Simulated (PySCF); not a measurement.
C$_{2}$H$_{5}$Se, doublet, at a GFN2-xTB geometry, atoms displaced at random by about 0.03 Å a coordinate; R2SCAN/6-31G, gradient run with PySCF.

PySCF was given this input:
```python
from pyscf import gto, scf, dft

mol = gto.Mole()
mol.atom = '''
    C    -2.017029   -0.443958    0.136590
    C    -0.667810   -0.984545    0.195910
    Se    0.687679    0.356152   -0.116528
    H    -2.253738   -0.042426   -0.789065
    H    -2.794590   -1.225807    0.307600
    H    -2.198411    0.324183    0.936168
    H    -0.508514   -1.822606   -0.515947
    H    -0.450395   -1.433020    1.192296
'''
mol.basis = '6-31g'
mol.charge = 0
mol.spin = 1
mol.verbose = 3
mol.build()

mf = dft.UKS(mol)
mf.xc = 'r2scan'
mf.grids.level = 0
mf.kernel()
g = mf.nuc_grad_method()
g.grid_response = True
grad = g.kernel()
```

Output, abridged:

```
converged SCF energy = -2480.30455193434  <S^2> = 0.75150773  2S+1 = 2.0015072
--------------- UKS gradients ---------------
         x                y                z
0 C     0.0416945901     0.0052513053    -0.0506567227
1 C    -0.0150058501     0.0368689407    -0.0088165522
2 Se    -0.0225689885    -0.0154701933     0.0040294198
3 H     0.0076944983    -0.0231013314     0.0402542775
4 H    -0.0069807426    -0.0022973459    -0.0018121488
5 H    -0.0028647430     0.0083384686     0.0139847937
6 H    -0.0009720913    -0.0058986550    -0.0027331213
7 H    -0.0009966729    -0.0036911891     0.0057500540
----------------------------------------------
```
